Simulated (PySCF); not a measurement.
# One molecule, several mistakes: Ge2H5NSi

All numbers below are calculated, not measured. They come from PySCF 2.14.0, an open-source quantum chemistry program, on an isolated molecule that a program drew, which may never have been made. The molecule is Ge2H5NSi (charge 0, singlet), drawn as the SMILES string `[SiH3][Ge][N]=[GeH2]`.

Each row is a Hartree-Fock (HF) and frozen-core CCSD(T) single point in the cc-pV(D+d)Z basis, meant for a local HF minimum. Run 1 is clean. Each other run has one planted mistake out of seven kinds, and not every kind appears here: one electron removed, one electron added, multiplicity raised by two, geometry at a saddle point, minimal basis STO-3G, one bond length entered in bohr, all coordinates scaled. The reference is restricted for singlets and unrestricted otherwise, and also for a bond in bohr. Adding or removing an electron swaps singlet and doublet. Electrons count all cores. HOMO and LUMO are orbital energies over both spins, the gradient is its largest component, and the lowest frequency (negative if imaginary) is given only where the gradient is small. Bond lengths are over the 8 bonds as drawn. T1 is the CCSD diagnostic: over 0.02 (restricted) or 0.045 (unrestricted) a single reference is doubtful. Germanium has the cc-pVDZ-PP basis, with a core potential (ECP10MDF) in place of its 10 inner electrons, and its 3s, 3p and 3d shells are frozen in CCSD(T).

Geometry of the clean run:
```xyz
9
Ge2H5NSi, angstrom
Si    1.0008   -0.5663   -1.8177
Ge   -1.1038   -1.6883   -2.6088
N    -2.0560   -0.1819   -2.4377
Ge   -3.0708    1.1322   -2.3381
H     1.3243    0.5785   -2.7137
H     2.2034   -1.4439   -1.7666
H     0.7917   -0.0194   -0.4483
H    -3.2822    2.0959   -3.4957
H    -3.8564    1.4687   -1.0799
```

| run | electrons | basis functions | <S^2> | HOMO (eV) | LUMO (eV) | gradient (hartree/bohr) | lowest frequency (cm^-1) | mean bond (Å) | longest bond (Å) | T1 | HF (hartree) | CCSD(T) (hartree) | mistake |
|---|---|---|---|---|---|---|---|---|---|---|---|---|---|
| 1 | 90 | 108 | 0.000 | -7.31 | 1.25 | 1.3e-05 | 56 | 1.6846 | 2.513 | 0.0246 | -932.97998 | -933.49894 | no fault |
| 2 | 90 | 108 | 2.216 | -6.24 | -0.05 | 2.4e-02 | - | 1.6846 | 2.513 | 0.0390 | -932.93214 | -933.42604 | multiplicity raised by two |
| 3 | 90 | 108 | 1.500 | -7.35 | 0.61 | 6.9e-02 | - | 1.8837 | 3.383 | 0.0504 | -932.91181 | -933.37497 | ? |
| 4 | 91 | 108 | 1.320 | -0.87 | 5.93 | 4.7e-02 | - | 1.6846 | 2.513 | 0.0583 | -932.97749 | -933.49607 | ? |

**Which mistake was planted in run 3, and what did it cost?**

The mean bond changes by a factor of 1.118 and the longest by 1.346, so the molecule wasn't scaled as a whole. A length L in bohr read as angstrom grows by (1/0.5292 - 1) L = 0.890 L. The 8 bonds together grew by 8 x 0.1991 = 1.593 Å, which gives L = 1.790 Å. That is bond Ge2-N3, 1.790 Å in the clean geometry. So the mistake is: one bond length entered in bohr. Subtracting run 1 and multiplying by 627.51 kcal/mol a hartree, the energy moved by 42.8 kcal/mol in HF and 77.8 kcal/mol in CCSD(T).

**Which mistake was planted in run 4, and what did it cost?**

It counts 91 electrons, one more than the clean run, at the same geometry and basis. So the mistake is: one electron added. Subtracting run 1 and multiplying by 627.51 kcal/mol a hartree, the energy moved by 1.6 kcal/mol in HF and 1.8 kcal/mol in CCSD(T).

Cautions from the logs. Run 1: T1 is over the limit, so its CCSD(T) energy is less reliable; run 3: T1 is over the limit, so its CCSD(T) energy is less reliable; run 4: T1 is over the limit, so its CCSD(T) energy is less reliable and the added electron raises the CCSD(T) energy, so it isn't bound in this basis.
